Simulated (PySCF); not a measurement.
## A small calculation by hand: dipole moment from atomic charges

Zn(SH)(SMe) (CH4S2Zn), SMILES [S]([Zn][SH])C. Atoms are numbered in the order given.

```xyz
8

Zn    -0.1758     0.2036     0.2588
S     -1.6661     1.7833     0.4114
H     -2.6895     0.8991     0.4451
S      1.3189    -1.3656     0.1075
C      1.4833    -1.5035    -1.7097
H      0.5437    -1.8078    -2.1914
H      2.2303    -2.2878    -1.8960
H      1.8466    -0.5725    -2.1666
```
Charge 0, spin multiplicity 1.

The structure is a stationary point at PBE0-D3(BJ)/def2-SVP. The structure was generated by enumeration; whether it is a known compound was not checked. Other conformers were not sampled.

Charges (e) from PBE0/def2-TZVP (PySCF):

```csv
atom,IAO,Mulliken
Zn1,1.222,0.379
S2,-0.722,-0.378
H3,0.101,0.167
S4,-0.573,-0.259
C5,-0.507,-0.356
H6,0.155,0.147
H7,0.168,0.150
H8,0.156,0.148
```

The dipole moment of the full density is 1.61 D.

Task: What dipole moment does each set of point charges give, and which comes closer to that of the density?

Result: 
μ = Σ q r, and 1 e Å = 4.8032 D.
IAO: Σ q r = (-0.044, -0.157, -0.127) e Å, |μ| = 0.99 D.
Mulliken: Σ q r = (-0.068, -0.251, -0.329) e Å, |μ| = 2.02 D.
Mulliken comes closer in size. Point charges leave out the atoms' own dipoles (lone pairs, polarised bonds); fits to the potential absorb them, partitions of the density don't.
